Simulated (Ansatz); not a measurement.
The first iterations of a band of C$_{2}$H$_{8}$N$_{2}$Si (13 atoms, charge 0, multiplicity 1).

These are results of Ansatz, RKS PBE0-D4/def2-SVP, not measurements.

| Item | Value |
| --- | --- |
| movable images | 7 |
| climbing image | yes |
| spring | 0.5 eV/Å² |
| optimiser | quadratic models (default) |
| start path | through a guess of the saddle point |
| force threshold | 0.03 eV/Å |
| iteration limit | 60 |
| end points | relaxed |

Initial state:

```xyz
13
Properties=species:S:1:pos:R:3
N -1.174 -2.031 0.877
C -0.136 -1.062 1.133
N -0.319 0.064 0.252
C 0.666 0.484 -0.428
Si 0.472 1.984 -1.564
H -2.084 -1.600 1.028
H -1.097 -2.810 1.526
H 0.853 -1.548 0.993
H -0.143 -0.637 2.162
H 1.658 -0.023 -0.363
H 0.914 1.622 -2.947
H 1.357 3.089 -1.079
H -0.948 2.433 -1.575
```

Final state:

```xyz
13
Properties=species:S:1:pos:R:3
N -1.138 -2.057 1.377
C 0.004 -1.435 0.889
N -0.029 -0.315 0.201
C 0.912 0.344 -0.535
Si 0.523 1.945 -1.308
H -2.019 -1.703 1.019
H -1.178 -2.162 2.389
H 0.967 -1.941 0.997
H -0.947 0.137 0.190
H 1.884 -0.154 -0.585
H 0.849 2.021 -2.773
H 1.161 3.170 -0.707
H -0.967 2.115 -1.140
```

| iteration | highest image above the first end (eV) | largest band force component (eV/Å) |
| --- | --- | --- |
| 1 | 4.590 | 9.589 |
| 2 | 3.473 | 5.036 |
| 3 | 2.903 | 3.187 |
| 4 | 2.629 | 1.663 |
| 5 | 2.472 | 1.500 |

Q: Does the band converge within its limit, and where does its top end?

A: It converged. It ended after 17 iterations with the highest image 2.505 eV above the first end. Neighbouring images differ by up to 1.9 eV, so the band resolves the path poorly. The order of the stationary point at the top wasn't checked. The orbitals stay closed-shell, which can raise the energy where a bond breaks towards radicals; this wasn't checked here.

The run took 3.7 min on 2 threads of Intel(R) Xeon(R) Platinum 8488C (Sapphire Rapids) (shared host), peak memory 0.27 GiB.
